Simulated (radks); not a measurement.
Kr XXI, configuration [Ne] 3s2 3p4. Calculated with a radial shooting solver on a logarithmic mesh with Libxc functionals: Dirac Kohn-Sham, BLYP, spin-unpolarised, spherical densities, point nucleus; open shells fill j = l - 1/2 first. Some entries of the table are withheld. Estimate them.

| orbital | occ. | eigenvalue (eV) | <r^2> (bohr^2) | <r> (bohr) |
|---|---|---|---|---|
| 1s1/2 | 2 | -14980.94 | 0.002318 | 0.04149 |
| 2s1/2 | 2 | (1) | 0.03881 | 0.1815 |
| 2p1/2 | 2 | -2499.027 | 0.02966 | (2) |
| 2p3/2 | 4 | -2444.311 | 0.03102 | (3) |
| 3s1/2 | 2 | -931.5682 | 0.2440 | 0.4631 |
| 3p1/2 | 2 | -872.0617 | 0.2331 | (4) |
| 3p3/2 | 2 | -860.3036 | 0.2394 | (5) |
| 3d3/2 | 0 | -769.1239 | 0.1948 | 0.4096 |
| 3d5/2 | 0 | -766.6710 | 0.1965 | 0.4115 |
| 4s1/2 | 0 | -465.6818 | (6) | 0.9132 |

Answer. 
(1) 2s1/2 eigenvalue (eV): -2672.536
(2) 2p1/2 <r> (bohr): 0.1557
(3) 2p3/2 <r> (bohr): 0.1596
(4) 3p1/2 <r> (bohr): 0.4495
(5) 3p3/2 <r> (bohr): 0.4558
(6) 4s1/2 <r^2> (bohr^2): 0.9351
